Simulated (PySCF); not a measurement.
Isomers of C7H7F3O, one GFN2-xTB conformer each. Single-point energies are computed at PBE0/pcSseg-1 (PySCF, gas phase, no added dispersion term), electronic only.

**Question.** Rank them by PBE0/pcSseg-1 energy, lowest first (kcal/mol).
A. `[CH2:1]=[CH:2][CH2:3][C:4](=[CH2:5])[C:6](=[O:7])[C:8]([F:9])([F:10])[F:11]` with C1–C2–C3–C4 -121°, C2–C3–C4–C5 21°, C3–C4–C6–O7 10°
B. `[CH3:1][CH2:2][CH2:3][c:4]1[c:5]([C:6]([F:7])([F:8])[F:9])[c:10]1=[O:11]` with C1–C2–C3–C4 66°, C2–C3–C4–C5 135°
C. `[CH3:1][CH2:2][C@@H:3]1[CH:4]=[C:5]([C:6]([F:7])([F:8])[F:9])[C:10]1=[O:11]` with C1–C2–C3–C4 47°

**Answer.** C (0.0), A (6.0), B (17.7).

As drawn, the lowest has a four-membered ring, which the highest lacks; the highest has a three-membered ring, which the lowest lacks. GFN2-xTB itself gives, in the same order: 0.0, 15.0, 15.4. Both levels put the same isomer lowest; measured from each level's own lowest isomer, the values differ by up to 9.0 kcal/mol (C=CCC(=C)C(=O)C(F)(F)F: 15.0 against 6.0).

**Question.** Which frontier levels, dipoles and rotational constants go with these structures?

**Answer.** 
```csv
SMILES,"HOMO (eV, PBE0/pcSseg-1)",LUMO (eV),dipole (D),"A, B, C (MHz)"
CC[C@@H]1C=C(C(F)(F)F)C1=O,-7.76,-2.13,4.41,"1932, 714.0, 658.2"
C=CCC(=C)C(=O)C(F)(F)F,-7.88,-2.50,3.28,"2506, 576.8, 521.4"
CCCc1c(C(F)(F)F)c1=O,-7.45,-1.75,4.21,"1895, 606.5, 511.4"
```

**Question.** As an exercise, what shares would exp(−E/RT) give at 1000 K from these electronic energies alone (no entropy, no degeneracies)?

**Answer.** RT = 1.987 kcal/mol: CC[C@@H]1C=C(C(F)(F)F)C1=O 95.2 %, C=CCC(=C)C(=O)C(F)(F)F 4.7 %, CCCc1c(C(F)(F)F)c1=O under 0.1 %.
